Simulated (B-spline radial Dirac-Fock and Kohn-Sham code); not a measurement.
**Two-hole binding energies of Mg²⁺**

System: the Mg²⁺ ion in the configuration [He] 2s2 2p6, inside a Watson sphere of charge -2 and radius 2.7 Å (a model of the Madelung potential; inside it an electron's potential energy is raised by 10.7 eV).

Input file task.json (cfg lists n, l and occupation; rrms is the nuclear radius in fm):

```json
{"items": [{
  "Z": 12,
  "q": 2,
  "cfg": [[1, 0, 2], [2, 0, 2], [2, 1, 6]],
  "A": 24,
  "rrms": 3.057,
  "watson": [-2, 2.7],
  "do": ["binding", "quiet", "double"]
}]}
```

Run with: `python xray_run.py task.json out`

The computed values come from a B-spline atomic structure program: Dirac-Fock energy differences between relaxed states, corrected for Breit and QED terms. U is the two-hole binding energy less the two single-hole energies, the effective repulsion of the holes after relaxation. Each two-hole energy is an average over J within one jj subconfiguration.

```
          holes  E(a) (eV)  E(b) (eV)  E(ab) (eV)  U (eV)
           1s⁻²     1323.3     1323.3      2805.9   159.2
   1s⁻¹ 2p1/2⁻¹     1323.3      68.13      1431.7    40.2
   1s⁻¹ 2p3/2⁻¹     1323.3      67.86      1431.3    40.1
           2s⁻²      109.0      109.0       249.8    31.9
   2s⁻¹ 2p1/2⁻¹      109.0      68.13       205.3    28.2
   2s⁻¹ 2p3/2⁻¹      109.0      67.86       205.0    28.2
        2p1/2⁻²      68.13      68.13       169.2    32.9
        2p3/2⁻²      67.86      67.86           ?       ?
2p1/2⁻¹ 2p3/2⁻¹      68.13      67.86       167.0    31.0
```

Question: Give the missing two-hole energy and U.

Answer: E(ab) = 167.3 eV and U = 31.6 eV.
